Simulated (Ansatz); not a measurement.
Consider the ligand exchange at a B–Cl bond: `NB(Cl)O[SiH3]` + silanol → `NB(O[SiH3])O[SiH3]` + HCl.

Gas-phase electronic energies from Ansatz, PBE0-D4/def2-TZVP geometries. CCSD(T)/CBS adds triple-zeta CCSD(T) − MP2 to the extrapolated MP2 energy (def2 sets, frozen cores). This one scheme is used for every species. One conformer a species, not always the lowest.

```json
{"species": "`NB(Cl)O[SiH3]`", "CCSD(T)/CBS(def2) energy (Eh)": "-906.71622"}
{"species": "`O[SiH3]`", "CCSD(T)/CBS(def2) energy (Eh)": "-366.69042"}
{"species": "`NB(O[SiH3])O[SiH3]`", "CCSD(T)/CBS(def2) energy (Eh)": "-813.03854"}
{"species": "HCl", "CCSD(T)/CBS(def2) energy (Eh)": "-460.38127"}
```

(1) Work out ΔE.

Largest T1 diagnostic among the species: 0.012.

## Answers

(1) ΔE = (-813.03854) + (-460.38127) − (-906.71622) − (-366.69042) = -0.01317 Eh = -0.36 eV.

In def2-TZVPP, CCSD(T) changes the Hartree–Fock value by +0.05 eV (the triples alone add +0.02 eV) and MP2 by +0.11 eV. From PBE to PBE0 (25 % exact exchange), in def2-TZVPP and without D4, ΔE moves by −0.05 eV. The D4 term adds −0.08 eV with B3LYP and −0.05 eV with PBE0; it sums over pairs of atoms, weighted by their polarisabilities, and B3LYP, whose exchange is more repulsive, gets the larger term.

B3LYP here is the variant with VWN-RPA as its local correlation; programs differ in this.
